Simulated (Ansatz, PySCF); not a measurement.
The pair A = C2H4 (SMILES C=C) (first 6 atoms), B = CH4O (SMILES CO); geometry from B3LYP-D3(BJ)/def2-TZVP.
(charge 0, multiplicity 1):
| atom | x (Å) | y (Å) | z (Å) |
|---|---|---|---|
| C | 0.7019 | 0.2081 | 0.0238 |
| C | -0.6063 | 0.0269 | -0.1008 |
| H | 1.1658 | 1.1668 | -0.1740 |
| H | 1.3615 | -0.5962 | 0.3268 |
| H | -1.0691 | -0.9328 | 0.0955 |
| H | -1.2663 | 0.8298 | -0.4059 |
| C | -0.2061 | -0.5977 | 3.6957 |
| O | -0.3382 | 0.7228 | 3.1988 |
| H | -0.9821 | -1.2674 | 3.3059 |
| H | -0.3127 | -0.5466 | 4.7788 |
| H | 0.7752 | -1.0307 | 3.4677 |
| H | -0.2459 | 0.6934 | 2.2382 |

Frozen-core correlation.

The values were computed with Ansatz (Gaussian basis) for Hartree–Fock, density functionals and correlated methods; PySCF for the dispersion terms. Values without a source in brackets are computed.

The monomers are drawn apart, rigid, along the line of their centres of mass. Counterpoise-corrected interaction energies (kcal/mol):

| level | R = 4.453 Å | R = 5.436 Å |
|---|---|---|
| PBE/def2-TZVPPD | -1.1772 | -0.4095 |
| PBE-D3(BJ)/def2-TZVPPD | -1.6302 | -0.5602 |
| wB97M-V/def2-TZVPPD | -1.3981 | -0.5145 |
| CCSD(T)/aug-cc-pVDZ | -1.3062 | -0.4802 |

### Question
R is the distance of the centres of mass. Find the local exponent m of E ∝ R⁻ᵐ between the two points.

### Answer

m = ln(E₁/E₂)/ln(R₂/R₁): PBE/def2-TZVPPD 5.3; PBE-D3(BJ)/def2-TZVPPD 5.4; wB97M-V/def2-TZVPPD 5.0; CCSD(T)/aug-cc-pVDZ 5.0. For scale, two fixed dipoles give m = 3, dipole and quadrupole 4, quadrupoles 5, and dispersion or dipole-induced dipole 6 at long range; at these distances several terms mix, and what is left of overlap and damping shifts m, so it need not match one of them.

Ansatz is a quantum-chemistry and plane-wave program.
